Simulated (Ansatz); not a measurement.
Z-matrix (Å, degrees):
```
C
B 1 1.555
H 1 1.092 2 112.9
H 1 1.099 2 107.5 3 118.1
H 1 1.091 2 112.9 3 -124.9
Cl 2 1.762 1 119.6 3 161.3
C 2 1.567 1 123.2 3 -20.3
Br 7 1.962 2 99.0 1 85.3
H 7 1.088 2 115.6 1 -27.2
H 7 1.086 2 116.8 1 -161.1
```

Total charge 0; spin multiplicity 1.

Question: List the PBE0/def2-TZVPP orbital energies in eV (Ansatz). (An estimate is asked.)

Answer: Ansatz gave: Occupied: -13150.35, -2767.39, -1705.23, -1535.80, -1535.70, -1535.70, -279.49, -277.80, -259.25, -239.04, -197.52, -197.43, -197.38, -186.02, -179.48, -179.18, -179.16, -72.96, -72.88, -72.87, -72.62, -72.62, -23.56, -22.71, -19.98, -18.80, -13.88, -13.07, -12.28, -11.80, -11.14, -10.43, -10.37, -9.64, -8.77, -8.25, -8.04. Lowest empty: -1.47, 0.22, 1.19, 2.07, 2.15, 2.65, 2.92, 3.11.
